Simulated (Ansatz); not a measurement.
CH₅ClSiTe (`[SiH3]C(Cl)[TeH]`), charge 0, multiplicity 1.

**Question.** Give a relaxed structure at PBE0-D4/def2-TZVP (Ansatz). (Best estimate.)

**Answer.** Ansatz gave: 
Cartesian coordinates in Å:
```
Si 1.0301 -0.1658 -0.4083
C -0.3684 0.5504 0.6338
Cl -0.8989 2.1013 -0.0757
Te -1.9444 -0.8785 0.9142
H 2.0922 0.8581 -0.5838
H 1.5848 -1.3560 0.2850
H 0.4769 -0.5516 -1.7294
H -0.0275 0.7647 1.6480
H -1.9449 -1.3226 -0.6837
```
This is one stationary point; other conformers may exist.
